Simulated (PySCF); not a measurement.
C₆ coefficients of unlike pairs at r2SCANh

Calculated with PySCF 2.14 from the dipole response of each species, C₆(A,B) = (3/π) ∫ α_A(iu) α_B(iu) du, in atomic units, from isotropic polarisabilities. For ions this is the dispersion term alone; charge-induced terms of lower order in 1/R come first.

```tsv
species	configuration	basis	relativity	α (bohr³)	C₆ (like pair)
Ne	[Ne] (1S)	aug-cc-pCVTZ-DK (7s6p4d2f)	spin-free X2C	2.479	6.133
Sb²⁺	[Kr] 4d10 5s2 5p1 (2P)	aug-cc-pwCVTZ-DK3 (10s9p7d4f1g)	spin-free X2C	16.05	104.7
Cl²⁺	[Ne] 3s2 3p3 (4S)	aug-cc-pVTZ-DK (6s5p3d2f)	spin-free X2C	5.826	21.27
Se	[Ar] 3d10 4s2 4p4 (3P)	x2c-TZVPPall with one added diffuse shell each of s, p, d type (7s6p5d1f)	spin-free X2C	26.19	224.1
```

(1) Estimate C₆ for Sb²⁺ with Ne.

No spin-orbit coupling is included.

The other pairs:

```json
{"pair": "Se, Ne", "C₆": "32.33"}
{"pair": "Se, Cl²⁺", "C₆": "66.14"}
{"pair": "Cl²⁺, Sb²⁺", "C₆": "46.47"}
{"pair": "Se, Sb²⁺", "C₆": "151.5"}
{"pair": "Cl²⁺, Ne", "C₆": "11.05"}
```

Answers

(1) The integral gives 23.66. The combination rule 2 C_A C_B / (C_A α_B/α_A + C_B α_A/α_B) gives 22.99 and the geometric mean 25.35.
